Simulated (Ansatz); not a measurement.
Input file for Ansatz (a first-principles code): R-r2SCAN/def2-TZVPPD on ClH3Si (SMILES [SiH3]Cl) with ghost functions, monomers drawn apart or pushed together. Files ending in .json are basis or fitting sets from the Basis Set Exchange.

Ansatz 0.2 input:
```yaml
crystal:
  periodic: [false, false, false]
  atoms:
    - {symbol: Si, position_ang: [-0.10600762, 0.81970918, 6.66638612]}
    - {symbol: Cl, position_ang: [1.84482362, 0.95613943, 5.95134588]}
    - {symbol: H, position_ang: [-0.57831679, -0.55603791, 6.43364330]}
    - {symbol: H, position_ang: [-0.92611207, 1.79978137, 5.93364556]}
    - {symbol: H, position_ang: [-0.06532643, 1.13151681, 8.10712623]}
basis:
  gaussian:
    orbitals: def2-TZVPPD.json
    ghost_atoms:
      - {symbol: Cl, position_ang: [-0.31354082, -0.41778547, 0.96919564]}
      - {symbol: H, position_ang: [0.58980264, -0.10066379, 1.83216286]}
hamiltonian:
  xc: {name: r2SCAN}
scf: {lower_state_search: off}
```

It printed:

```
Functional definition: r2SCAN
[...]
these checks for a lower state are left out or cut short: stability, starts, cluster_reference, orbital_swaps, neighbouring_geometries, increment
integrals: 0.15 GiB planned
1181 factors; their error is unknown
mean field: 0.85 GiB planned
mean field evaluation 1: about -20448.7673 eV, gradient 1.4e1 eV
mean field evaluation 2: about -20449.0736 eV, gradient 1.0e1 eV
mean field evaluation 4: about -20449.3097 eV, gradient 8.3e-1 eV
mean field evaluation 8: about -20449.2902 eV, gradient 2.5e-1 eV
mean field evaluation 16: about -20449.2903 eV, gradient 3.8e-6 eV
mean field -20449.29028424 eV, -751.4975569192 hartree, gradient 4.2e-6 eV, S^2 0.000000; 0 other end points of the search recorded, 0 dependent functions left out
reference -20449.29030206 eV, -751.4975575741 hartree; 17, 17 occupied and 201, 201 virtual orbitals, 1181 factors
Total energy: -20449.29030206 eV, -751.4975575741 hartree
Checks for a lower state left out: stability, starts, cluster_reference, orbital_swaps, neighbouring_geometries, increment
```

The run converged.

Cost: around 4 core-seconds (rough).
